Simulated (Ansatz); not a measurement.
Diatomic MoSe, multiplicity 7 (an upper state: multiplicity 5 came lower at CCSD(T)/def2-TZVPP on PBE0 minima). No spin–orbit coupling. Se is treated without relativity.

Seven points along R, fitted to fifth degree in 1/R; most abundant isotopes. Runs in def2 and cc sets follow the lowest solution found near the PBE0 minimum.

Correlated levels freeze the inner cores; with def2 sets outer-core shells near the valence are correlated too.

Programs: Ansatz (Gaussian orbitals).  In def2 rows elements past Kr take small-core potentials, without spin–orbit coupling.

Question: What bond length and harmonic frequency does PBE/def2-TZVPP give?

Answer: r_e = 2.518 Å, ω_e = 243 cm⁻¹.

Question: What bond length and harmonic frequency does CCSD/def2-TZVPP give?

Answer: r_e = 2.530 Å, ω_e = 245 cm⁻¹.

Question: What bond length and harmonic frequency does CCSD(T)/def2-TZVPP give?

Answer: r_e = 2.521 Å, ω_e = 248 cm⁻¹.

Ansatz is a program for electronic structure.
